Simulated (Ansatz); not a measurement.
Geometry optimisation, RKS PBE0-D4/6-31G* (Ansatz 0.2.0).

Input file:

```yaml
crystal:
  periodic: [false, false, false]
  atoms:
    - { symbol: B, position_ang: [-0.23407, 0.529785, -0.295051] }
    - { symbol: Cl, position_ang: [-0.028907, -0.324853, 2.644769] }
    - { symbol: H, position_ang: [0.812781, -0.033055, -0.410778] }
    - { symbol: O, position_ang: [-1.442254, -0.044042, -0.461825] }
    - { symbol: H, position_ang: [-1.368537, -0.997692, -0.597522] }
    - { symbol: S, position_ang: [-0.170782, 2.358204, 0.070882] }
    - { symbol: H, position_ang: [-1.505727, 2.537621, 0.13001] }
    - { symbol: H, position_ang: [-0.002404, 0.946732, 2.243916] }
basis:
  gaussian: { orbitals: "6-31G*" }
hamiltonian:
  xc: pbe0
  dispersion: d4
relax:
  f_tol: 0.03
  max_steps: 50
```

Run as:

```bash
$ ansatz run input.yaml --threads 1 --pin off --max-ram 2048MiB --backend cpu --events-out ev --progress --plain --runs-dir out
```

**Question.** Where does it end, and by what steps?

**Answer.** The run converged. After 16 steps the energy has fallen by 0.118 eV; Cl2 moved furthest, 1.27 Å.

```csv
step,energy less start (eV),largest force component (eV/Å),accepted
0,0.0000,0.992,yes
1,-0.0453,0.934,yes
2,-0.0505,0.906,yes
3,-0.0942,0.431,yes
4,-0.0970,0.366,yes
5,-0.1076,0.175,yes
6,-0.1109,0.221,yes
7,-0.1133,0.197,yes
8,-0.1152,0.143,yes
9,-0.1161,0.087,yes
10,-0.1171,0.095,yes
11,-0.1174,0.089,yes
12,-0.1178,0.066,yes
13,-0.1180,0.043,yes
14,-0.1181,0.047,yes
15,-0.1181,0.038,yes
16,-0.1182,0.014,yes
```

```xyz
8
Properties=species:S:1:pos:R:3
B -0.296 0.411 -0.546
Cl 0.176 0.404 3.665
H 0.726 -0.169 -0.775
O -1.512 -0.032 -0.931
H -1.459 -0.873 -1.404
S -0.174 1.977 0.369
H -1.496 2.235 0.427
H 0.095 1.020 2.521
```

Time of the run: 33 s on 1 thread of INTEL(R) XEON(R) PLATINUM 8581C CPU @ 2.30GHz (Emerald Rapids), with other jobs on the host, peak memory 0.19 GiB.
